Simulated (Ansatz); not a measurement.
```yaml
crystal:
  periodic: [false, false, false]
  atoms:
    - {symbol: N, position_ang: [0.802624, 1.351224, -0.251414]}
    - {symbol: C, position_ang: [0.838628, 0.108800, -0.529072]}
    - {symbol: O, position_ang: [1.838335, -0.357584, -1.297517]}
    - {symbol: O, position_ang: [0.037535, -0.879529, -0.190553]}
    - {symbol: In, position_ang: [-1.639682, -0.746569, 0.930959]}
    - {symbol: H, position_ang: [0.010749, 1.594662, 0.332339]}
    - {symbol: H, position_ang: [2.379698, 0.413996, -1.503934]}
    - {symbol: H, position_ang: [-2.269646, -2.316229, 1.051357]}
    - {symbol: H, position_ang: [-1.998251, 0.831220, 1.457855]}
basis:
  gaussian: {orbitals: def2-SVP, nuclear_model: gaussian}
hamiltonian: {xc: {name: HF}}
correlation: {active_space: {window: {electrons: 2, orbitals: 1}}}
scf: {lower_state_search: full}
output: {forces: true}
```

```sh
$ ansatz run in.yaml --threads 2 --pin off --events-out ev --progress --plain --max-ram 22528MiB --backend cpu
```

Output, abridged:

```
Functional definition: HF
1092 factors; integrals over basis functions are off by at most 1.3e-3 eV
mean field evaluation 1: about -11788.3460 eV, gradient 4.6e1 eV
mean field evaluation 2: about -11788.3618 eV, gradient 4.6e1 eV
mean field evaluation 4: about -11792.8850 eV, gradient 3.4e0 eV
mean field evaluation 8: about -11792.9316 eV, gradient 1.6e-1 eV
mean field -11792.93186882 eV, -433.3822526427 hartree, gradient 2.9e-6 eV, S^2 0.000000; 0 other end points of the search recorded, 0 dependent functions left out
reference -11792.93186882 eV, -433.3822526427 hartree; 27, 27 occupied and 75, 75 virtual orbitals, 1092 factors
state -11792.93186882 eV, -433.3822526427 hartree
Total energy: -11792.93186882 eV, -433.3822526427 hartree
Atom 0 at     0.802624     1.351224    -0.251414 Å, force    -0.483385    -1.084189     0.103999 eV/Å
Atom 1 at     0.838628     0.108800    -0.529072 Å, force     0.423005    -0.413730    -0.360002 eV/Å
Atom 2 at     1.838335    -0.357584    -1.297517 Å, force    -0.102172     1.414527     0.357057 eV/Å
Atom 3 at     0.037535    -0.879529    -0.190553 Å, force     0.592117     1.271516    -0.142159 eV/Å
Atom 4 at    -1.639682    -0.746569     0.930959 Å, force    -0.143664    -0.221202     0.050497 eV/Å
Atom 5 at     0.010749     1.594662     0.332339 Å, force     0.429107    -0.065284    -0.301718 eV/Å
Atom 6 at     2.379698     0.413996    -1.503934 Å, force    -0.429846    -0.867936     0.111754 eV/Å
Atom 7 at    -2.269646    -2.316229     1.051357 Å, force    -0.175724    -0.159876     0.085427 eV/Å
Atom 8 at    -1.998251     0.831220     1.457855 Å, force    -0.109438     0.126174     0.095146 eV/Å
Dipole moment:    -0.771601    -0.100955     0.486256 e Å
```

Hardware: 2 threads of an AMD EPYC 7R13 on a shared host. Wall time 2 s, peak host memory 0.24 GiB.
